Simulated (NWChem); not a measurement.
System: C₃H₇NSi; SMILES [SiH3]/N=C/C=C

```xyz
12

C      0.7552     2.5497     0.0000
C     -0.4605     1.9908     0.0000
C     -0.6683     0.5305     0.0000
N      0.2878    -0.3064     0.0000
Si     0.1254    -2.0507     0.0000
H      1.6437     1.9110     0.0000
H      0.8901     3.6339     0.0000
H     -1.3616     2.6131     0.0000
H     -1.7394     0.2276     0.0000
H     -0.6129    -2.5218     1.2159
H     -0.6129    -2.5218    -1.2159
H      1.4822    -2.6636     0.0000
```
Atoms are numbered in this order, from 1.

All runs: NWChem. Pople sets run with spherical d functions. Geometry: optimised at PBE0/def2-SVP. Not confirmed as a minimum by frequencies. Level: PBE0/6-31G* with SMD (1 M gas to 1 M solution), gas-phase geometry. Reactions with the solvent are ignored.

For solvent N,N-dimethylformamide:

```
Property                                     Result
-------------------------------------------  ------
solvation free energy (kcal/mol)               -2.8
cavity-dispersion-structure term (kcal/mol)     1.1
```

Problem. Estimate the same quantities for solvent water.

Solution. 
- solvation free energy (kcal/mol): 0.2
- cavity-dispersion-structure term (kcal/mol): 4.1
